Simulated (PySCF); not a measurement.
An unknown shows these calculated signals:

1H NMR (600 MHz, computed): δ 11.86 (br s, 1H), 8.62 (s, 1H), 8.36 (d, 1H), 7.96 (d, 1H), 4.75 (s, 3H).

13C{1H} NMR (computed): δ 148.8 (C), 148.2 (C), 137.6 (CH), 134.0 (CH), 133.0 (C), 124.3 (CH).

How the numbers were obtained: geometry: GFN2-xTB, GIAO PBE0/pcSseg-1 shieldings, in PySCF 2.14.0 with density-fitted response routines (gas phase, one computed conformer, averaged over atoms made equivalent by symmetry, fast rotation or ring inversion, non-relativistic Hamiltonian).

Referencing at the same level of theory: 1H, 13C vs TMS.

Question: Which of these does the molecule contain: a Si–H bond, a CF3 group, a Si–CH3 group, a nitrile, a heteroaromatic ring, a benzene ring?

Answer: 
- A Si–H bond: yes (δH 4.75 (s)).
- A CF3 group: no.
- A Si–CH3 group: no.
- A nitrile: no.
- A heteroaromatic ring: yes.
- A benzene ring: yes.

The data belong to SMILES [SiH3]c1ccc2n[nH]nc2c1, C₆H₇N₃Si; they needn't prove each group on their own.

Carbon signals by region: 6 in the sp2 and nitrile region (100–160 ppm).

OH/NH shifts are gas-phase values; hydrogen bonding in solution moves them, usually downfield. Shifts are as computed. Against solution values, carbons near 30 ppm lie about +3 ppm off and those near 130 ppm about +5 ppm. Of 1211 compounds with measured shifts, 218 miss one by over three times the rms of a fit or turn the order of signals round; such compounds aren't used in these exercises. Multiplicities follow the n + 1 count of equivalent neighbours, as no J values were calculated; m marks all less simple cases, F and P coupling included.
